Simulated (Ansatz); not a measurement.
A structure relaxed at PBE0-D4/def2-TZVP, charge 0, multiplicity 1:

Cartesian coordinates in Å:
```
Ge 0.085 1.458 1.114
N -0.060 0.083 -0.103
Ge -1.498 -1.064 -0.007
Ge 1.401 -0.378 -1.127
H 0.988 2.540 0.496
H -1.330 1.998 1.384
H 0.707 0.982 2.445
H -1.684 -1.702 -1.395
H -2.731 -0.238 0.398
H -1.272 -2.180 1.036
H 2.144 0.917 -1.497
H 0.885 -1.104 -2.382
H 2.364 -1.313 -0.363
```

**Question.** Give its formula and SMILES.

**Answer.** Ge3H9N, `[GeH3][N]([GeH3])[GeH3]`.

**Question.** Point group (tolerance 0.08 Å, 0.16 Å for H)?

**Answer.** C3v.

**Question.** Summarise the bond lengths by kind.

**Answer.** 3 × Ge–N 1.843 Å; 9 × Ge–H 1.538 to 1.544 Å.

Computed with Ansatz.
